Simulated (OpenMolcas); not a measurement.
An atom or ion with 83 electrons was computed by SS-CASPT2, IPEA 0.25 Eh, imaginary shift 0.1 Eh with spin-orbit coupling (OpenMolcas, ANO-RCC-VTZP, DKH2). The lowest levels that the run gave, each within 12 % of the measured value where one is at hand:

```csv
J,Parity,E (cm⁻¹),g
3/2,odd,0.0,1.770
3/2,odd,10460,1.117
5/2,odd,14670,1.200
1/2,odd,21840,0.666
3/2,odd,30220,1.249
```

Question: Which ion is it, and what are the configurations and terms?

Answer: Bi (Z = 83, neutral; active space 5 electrons in 8 orbitals (6s 6p 7s 7p)). J, parity and g give the terms where levels are pure, and mixed ones are named by the computed weights; the size of the splittings, set against known spectra of the 83-electron sequence, gives the charge. In order, with the measured energies in cm⁻¹ (NIST Handbook of Basic Atomic Spectroscopic Data): 6s² 6p³ ⁴S°_3/2 [72 %], 6s² 6p³ ²D°_3/2 [67 %] (11419), 6s² 6p³ ²D°_5/2 (15438), 6s² 6p³ ²P°_1/2 (21661), 6s² 6p³ ²P°_3/2 [69 %] (33165).

CASPT2 does not keep the components of a term degenerate, so their means are used; among the terms shown or strongly mixed into the levels shown the widest spread is 170 cm-1 (6s² 6p³ ²D°). Active for correlation alone: 7p 7s; no level in the range computed is led by a configuration that fills them, so any true level of that kind is missing. Spin-orbit splittings of 6p shells tend to come out small when the coupling is added on scalar orbitals. Measured partners are found by configuration, term and J. A level has none where our copy of the source lacks it or the pairing is in doubt (some pairs that miss far off the trend of their configuration count as doubtful), and it then counts in no deviation. Only configurations of the active space appear.

A share in square brackets marks a mixed level and gives the weight of the term that names it. ° marks odd parity.
